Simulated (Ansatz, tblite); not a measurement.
Removing and adding an electron: the cluster GaF₃ (the lowest singlet isomer of a short search). Charge 0, multiplicity 1. Geometry: PBE-D4/def2-TZVP. Ansatz, gas phase; energy differences of separate SCF runs; the oxidised species was run as a doublet alone; the reduced species was run as a doublet alone.

```xyz
4

Ga    0.000    0.000    0.000
F    -1.739    0.024   -0.152
F     0.812   -1.460    0.509
F     0.927    1.436   -0.357
```

The xTB rows come from tblite. Correlated methods freeze 12 core orbitals; core or outer-core shells of Ga are correlated, in sets that lack core-valence functions. In CCSD on the charge 1 doublet the largest single amplitude is 0.20, so its Hartree–Fock determinant may place the open shell otherwise than the density functionals do. HOMO above LUMO, or a gap near zero within one spin, warns that the state may not be the lowest or that an electron is smeared out. The structure comes from a short search, and lower isomers may exist.

Problem. Estimate orbital energies and vertical ionisation energies and electron affinities at: GFN1-xTB; GFN2-xTB; HF/def2-TZVPP; PBE-D4/def2-TZVP; PBE-D4/def2-TZVPD; r2SCAN-D4/def2-TZVP; r2SCAN-D4/def2-TZVPD; PBE0-D4/def2-TZVP; PBE0-D4/def2-TZVPD; MP2/def2-TZVPP; CCSD/def2-TZVPP; CCSD(T)/def2-TZVPP.

Solution. 
| level | −HOMO (eV) | vertical IE (eV) | −LUMO (eV) | vertical EA (eV) | HOMO–LUMO gap (eV) | IE − EA (eV) | remarks |
| --- | --- | --- | --- | --- | --- | --- | --- |
| GFN1-xTB | 14.42 | 18.43 | 9.15 | 5.31 | 5.26 | 13.12 | – |
| GFN2-xTB | 15.05 | 18.99 | 11.23 | 7.13 | 3.82 | 11.86 | – |
| HF/def2-TZVPP | – | 13.55 | – | – | – | – | – |
| PBE-D4/def2-TZVP | 9.63 | 13.43 | 3.58 | – | 6.05 | – | gap within one spin near zero (+1 doublet) |
| PBE-D4/def2-TZVPD | 9.73 | – | 3.71 | 0.93 | 6.02 | – | HOMO above zero (-1 doublet) |
| r2SCAN-D4/def2-TZVP | 10.14 | 13.76 | 3.26 | – | 6.88 | – | – |
| r2SCAN-D4/def2-TZVPD | 10.20 | – | 3.35 | 0.81 | 6.85 | – | HOMO above zero (-1 doublet) |
| PBE0-D4/def2-TZVP | 11.74 | 14.31 | 2.56 | – | 9.18 | – | – |
| PBE0-D4/def2-TZVPD | 11.81 | – | 2.71 | 0.81 | 9.10 | – | HOMO above zero (-1 doublet) |
| MP2/def2-TZVPP | – | 15.46 | – | – | – | – | – |
| CCSD/def2-TZVPP | – | 15.04 | – | – | – | – | – |
| CCSD(T)/def2-TZVPP | – | 15.06 | – | – | – | – | – |

   A HOMO above zero means that the electron is unbound at that level or that self-interaction error raises the level; the energy of removing that electron tells which. Raw xTB energy differences between charge states are shifted by several eV; the methods need an empirical correction for them.
